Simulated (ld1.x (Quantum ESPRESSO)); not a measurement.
**magnesium (Mg): one change to a TM potential, before and after**

magnesium (Mg), norm-conserving Troullier–Martins (Kleinman–Bylander form), made with ld1.x (Quantum ESPRESSO) 7.5 (PBE, scalar-relativistic). Core [Ne], reference 3s2 3p0. Waves: 3s (bound): rc 1.95 bohr; 3p (bound, empty): rc 2.70 bohr; 3d channel at 0.5 Ry: rc 2.25 bohr. Local part: the d channel. Core correction: Bessel-smoothed model core, default radius (core density twice the valence density).

All-electron outer shells of the reference configuration (PBE, scalar-relativistic, ld1.x):

```tsv
shell	level (eV)	outermost node (bohr)	outermost maximum (bohr)
2s	-79.85	0.18	0.54
2p	-46.61	–	0.48
3s	-4.70	0.90	2.56
3p	-1.33	0.96	3.46
```

Change: wave 3p (bound): rc 2.70 bohr becomes 3p (bound): rc 3.62 bohr.

Cutoffs: the cutoffs (Ry, on a coarse ladder) from which the occupation-weighted sum of valence levels, in a spherical-Bessel basis at the reference potential, stays within 10 and 1 mRy of its value at 400 Ry; they do not see the model core or the augmentation charge, which bear on the density cutoff. Errors are all-electron minus pseudo energies relative to the spin-unpolarised reference configuration.

Problem. How do hardness, ghosts and transferability respond?

Solution. The potential gets neither clearly harder nor softer (6 Ry and 18 Ry → 6 Ry and 18 Ry); of the 5 tests that both files solve, the error grows in 1 and shrinks in 2 by more than 15 % and 0.3 meV (median size 1.1 → 1.6 meV); neither file shows a bound ghost.

```csv
quantity,base,changed
"cutoff, loose",6 Ry,6 Ry
"cutoff, tight",18 Ry,18 Ry
bound ghosts,none,none
"error for 3s1 3p0, meV [ΔE 7.96 eV]",+3.4,+3.4
"error for 3s1.5 3p0, meV [ΔE 3.14 eV]",+0.8,+0.8
"error for 3s1 3p1, meV [ΔE 3.49 eV]",-1.1,-0.1
"error for 3s0 3p1, meV [ΔE 12.33 eV]",-0.8,+4.6
"error for 3s0 3p2, meV [ΔE 7.18 eV]",-6.4,-1.6
```
